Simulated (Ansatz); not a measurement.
Geometry optimisation, Ansatz 0.2.0, RKS revPBE-D4/def2-SVP.

The input (input.yaml):

```yaml
crystal:
  periodic: [false, false, false]
  atoms:
    - { symbol: B, position_ang: [-0.89334, 1.04195, -0.02776] }
    - { symbol: Si, position_ang: [0.52712, -0.21002, 0.37155] }
    - { symbol: O, position_ang: [1.57809, -0.22435, 1.46256] }
    - { symbol: O, position_ang: [0.43206, -1.38244, -0.75561] }
    - { symbol: H, position_ang: [-0.71729, 1.96695, -0.72097] }
    - { symbol: H, position_ang: [0.5211, 0.62096, 1.54758] }
    - { symbol: H, position_ang: [1.02798, -2.1285, -0.78326] }
basis:
  gaussian: { orbitals: def2-SVP }
hamiltonian:
  xc: revpbe
  dispersion: d4
relax:
  f_tol: 0.02
  max_steps: 50
output:
  orbitals: {}
```

Run as:

```bash
$ ansatz run input.yaml --threads 1 --pin off --max-ram 2048MiB --backend cpu --events-out ev --progress --plain --runs-dir out
```

Q: Where does it end, and by what steps?

A: The forces met the threshold. After 19 steps the energy has fallen by 3.790 eV; H6 moved furthest, 0.91 Å. The start is strongly strained (largest force component 9 eV/Å), so its close contacts needn't be bonds. Parted: Si2–H6 (1.44 → 2.29 Å). Joined: O3–H6 (1.36 → 0.97 Å).

| step | energy less start (eV) | largest force component (eV/Å) | accepted |
| --- | --- | --- | --- |
| 0 | 0.0000 | 9.045 | yes |
| 1 | -1.5322 | 5.091 | yes |
| 2 | -2.5504 | 1.986 | yes |
| 3 | -3.1923 | 1.706 | yes |
| 4 | -3.5072 | 1.142 | yes |
| 5 | -3.6671 | 1.254 | yes |
| 6 | -3.7609 | 0.373 | yes |
| 7 | -3.7749 | 0.248 | yes |
| 8 | -3.7797 | 0.221 | yes |
| 9 | -3.7816 | 0.088 | yes |
| 10 | -3.7843 | 0.061 | yes |
| 11 | -3.7856 | 0.283 | yes |
| 12 | -3.7879 | 0.090 | yes |
| 13 | -3.7864 | 0.205 | no |
| 14 | -3.7890 | 0.021 | yes |
| 15 | -3.7895 | 0.069 | yes |
| 16 | -3.7878 | 0.309 | no |
| 17 | -3.7898 | 0.029 | yes |
| 18 | -3.7901 | 0.046 | yes |
| 19 | -3.7901 | 0.009 | yes |

```xyz
7
Properties=species:S:1:pos:R:3
B -0.918 1.135 -0.276
Si 0.653 0.026 -0.040
O 1.243 -0.368 1.491
O 0.798 -1.366 -0.962
H -1.093 2.180 -0.874
H 1.049 0.271 2.200
H 0.743 -2.194 -0.445
```

The run took 71 s on 1 thread of Arm Neoverse N1, with other jobs on the host, peak memory 0.15 GiB.
